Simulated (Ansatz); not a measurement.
Cartesian coordinates in Å:
```
O -0.9642 -1.9663 1.8355
Si -0.7060 -1.1517 0.4281
S 0.5067 -2.2472 -0.9674
Si 0.4271 0.8224 0.9383
Si 0.7332 2.0257 -1.0441
H -1.2516 -2.8796 1.7748
H -1.9887 -0.8968 -0.2847
H -0.5337 -2.6802 -1.6972
H 1.7483 0.4887 1.5397
H -0.3551 1.6244 1.9200
H 1.2749 3.3823 -0.7613
H 1.6790 1.3035 -1.9341
H -0.5697 2.1748 -1.7477
```

Charge 0, multiplicity 1.

Problem. List the CAM-B3LYP/def2-TZVPP orbital energies in eV (the Gaussian-basis code of Ansatz). (Estimate.)

Solution. Ansatz gave: Occupied: -2419.77, -1801.97, -1800.82, -1800.76, -522.76, -217.84, -162.42, -162.32, -162.23, -146.41, -145.44, -145.40, -101.77, -101.74, -101.71, -100.75, -100.75, -100.75, -100.71, -100.71, -100.71, -29.84, -22.27, -18.05, -17.13, -15.59, -14.57, -13.45, -12.38, -11.72, -11.66, -11.33, -10.95, -10.11, -10.04, -9.28, -8.93. Lowest empty: 0.57, 0.81, 1.26, 1.47, 1.61, 1.77, 2.10, 2.54.
